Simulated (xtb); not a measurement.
C$_{4}$H$_{9}$O (SMILES CCC[CH]O), doublet, geometry from GFN2-xTB; GFN1-xTB run with xtb.

Here is a job for xtb.
```
$ xtb mol.xyz --gfn 1 --uhf 1 --hess --json

# file mol.xyz
14

C      2.39287864    -0.22825278    -0.04182520
C      0.94472545    -0.38108691    -0.48518080
C      0.02179908     0.62178197     0.24243653
C     -1.39310057     0.50801669    -0.17086519
O     -2.15903748    -0.41259035     0.50925971
H      3.02825774    -0.94199644    -0.56186957
H      2.75476879     0.77485085    -0.25788138
H      2.48460822    -0.40246123     1.02792542
H      0.59718513    -1.39334774    -0.27242075
H      0.86967313    -0.21746926    -1.56246987
H      0.08492459     0.43710470     1.31592344
H      0.38065397     1.63339610     0.03535177
H     -1.69534850     0.76633321    -1.17424414
H     -3.03023866    -0.47844112     0.10821545
```

Output, abridged:

```
   ID    Z sym.   atoms
    1    6 C      1-4
    2    8 O      5
    3    1 H      6-14

           -------------------------------------------------
          |                Calculation Setup                |
           -------------------------------------------------

           -------------------------------------------------
          |                 G F N 1 - x T B                 |
           -------------------------------------------------

          ...................................................
          :                      SETUP                      :
          :.................................................:
          :  # basis functions                  38          :
          :  # atomic orbitals                  38          :
          :  # shells                           28          :
          :  # electrons                        31          :
          :  # halogen bonds                     0          :
          :  max. iterations                   250          :
          :  Hamiltonian                  GFN1-xTB          :
          :  restarted?                      false          :
          :  GBSA solvation                  false          :
          :  PC potential                    false          :
          :  electronic temp.          300.0000000     K    :
          :  accuracy                    1.0000000          :
          :  -> integral cutoff          0.2500000E+02      :
          :  -> integral neglect         0.1000000E-07      :
          :  -> SCF convergence          0.1000000E-05 Eh   :
          :  -> wf. convergence          0.2000000E-04 e    :
          :  Broyden damping             0.4000000          :
          :  net charge                          0          :
          :  unpaired electrons                  1          :
          ...................................................

 iter      E             dE          RMSdq      gap      omega  full diag
   1    -18.1214876 -0.181215E+02  0.767E+00    3.74       0.0  T
   2    -18.1399567 -0.184691E-01  0.464E+00    4.65       1.0  T
   3    -18.1407298 -0.773119E-03  0.429E-01    5.11       1.0  T
   4    -18.1414115 -0.681753E-03  0.495E-02    4.97       1.0  T
   5    -18.1414255 -0.139620E-04  0.116E-02    4.97       2.3  T
   6    -18.1414260 -0.536422E-06  0.280E-03    4.97       9.6  T
   7    -18.1414261 -0.504072E-07  0.482E-04    4.97      55.4  T
   8    -18.1414261 -0.139559E-08  0.937E-05    4.97     285.3  T
   9    -18.1414261 -0.360778E-10  0.143E-05    4.97    1868.1  T

   *** convergence criteria satisfied after 9 iterations ***

         :::::::::::::::::::::::::::::::::::::::::::::::::::::
         ::                     SUMMARY                     ::
         :::::::::::::::::::::::::::::::::::::::::::::::::::::
         :: total energy             -17.940814276989 Eh    ::
         :: gradient norm              0.010757927828 Eh/a0 ::
         :: HOMO-LUMO gap              4.973123244448 eV    ::
         ::.................................................::
         :: SCC energy               -18.141426092940 Eh    ::
         :: -> electrostatic           0.035460136328 Eh    ::
         :: repulsion energy           0.204739192259 Eh    ::
         :: dispersion energy         -0.004127376308 Eh    ::
         :: halogen bond corr.         0.000000000000 Eh    ::
         :: add. restraining           0.000000000000 Eh    ::
         :: total charge              -0.000000000000 e     ::
         :::::::::::::::::::::::::::::::::::::::::::::::::::::

           -------------------------------------------------
          |                Numerical Hessian                |
           -------------------------------------------------
step length          :   0.00500
SCC accuracy         :   0.30000
Hessian scale factor :   1.00000
frozen atoms in %    :   0.00000    0
RMS gradient         :   0.01076 !! INCOMPLETELY OPTIMIZED GEOMETRY !!
estimated CPU  time      0.02 min

[...]
           -------------------------------------------------
          |             Thermodynamic Functions             |
           -------------------------------------------------

c1  symmetry found (for desy threshold:  0.10E+00) used in thermo

          ...................................................
          :                      SETUP                      :
          :.................................................:
          :  # frequencies                          35      :
          :  # imaginary freq.                       1      :
          :  linear?                             false      :
          :  only rotor calc.                    false      :
          :  symmetry                               c1      :
          :  rotational number                       1      :
          :  scaling factor                  1.0000000      :
          :  rotor cutoff                   50.0000000 cm⁻¹ :
          :  imag. cutoff                  -20.0000000 cm⁻¹ :
          :.................................................:

    mode    ω/cm⁻¹     T·S(HO)/kcal·mol⁻¹    T·S(FR)/kcal·mol⁻¹   T·S(vib)
   ------------------------------------------------------------------------
       1     27.33    -1.79313 (  8.20%)    -1.23437 ( 91.80%)    -1.28017
       2    123.21    -0.90918 ( 97.36%)    -0.78914 (  2.64%)    -0.90601
       3    143.01    -0.82383 ( 98.53%)    -0.74501 (  1.47%)    -0.82267
       4    222.72    -0.57747 ( 99.75%)    -0.61386 (  0.25%)    -0.57756
       5    294.58    -0.43157 ( 99.92%)    -0.53106 (  0.08%)    -0.43166
   ------------------------------------------------------------------------

   temp. (K)  partition function   enthalpy   heat capacity  entropy
                                   cal/mol     cal/K/mol   cal/K/mol   J/K/mol
 298.15  VIB   104.                 2626.325     15.881     16.295
         ROT  0.102E+06              888.752      2.981     25.898
         INT  0.105E+08             3515.077     18.862     42.192
         TR   0.605E+27             1481.254      4.968     38.767
         TOT                        4996.3310    23.8302    80.9594   338.7340

       T/K    H(0)-H(T)+PV         H(T)/Eh          T*S/Eh         G(T)/Eh
   ------------------------------------------------------------------------
    298.15    0.796216E-02    0.128213E+00    0.384664E-01    0.897469E-01
   ------------------------------------------------------------------------

         :::::::::::::::::::::::::::::::::::::::::::::::::::::
         ::                  THERMODYNAMIC                  ::
         :::::::::::::::::::::::::::::::::::::::::::::::::::::
         :: total free energy         -17.851067374860 Eh   ::
         ::.................................................::
         :: total energy              -17.940814276991 Eh   ::
         :: zero point energy           0.120251151868 Eh   ::
         :: G(RRHO) w/o ZPVE           -0.030504249737 Eh   ::
         :: G(RRHO) contrib.            0.089746902131 Eh   ::
         :::::::::::::::::::::::::::::::::::::::::::::::::::::
imag cut-off (cm-1) :    5.00
 found            1  significant imaginary frequency
 writing imag mode distorted coords to xtbhess.xyz
 for further optimization.

           -------------------------------------------------
          | TOTAL ENERGY              -17.940814276991 Eh   |
          | TOTAL ENTHALPY            -17.812600964798 Eh   |
          | TOTAL FREE ENERGY         -17.851067374860 Eh   |
          | GRADIENT NORM               0.010757895349 Eh/α |
          | HOMO-LUMO GAP               4.973114849574 eV   |
           -------------------------------------------------
########################################################################
[WARNING] Runtime exception occurred
-1- hessian_numhess: Hessian on incompletely optimized geometry!
########################################################################

normal termination of xtb
```
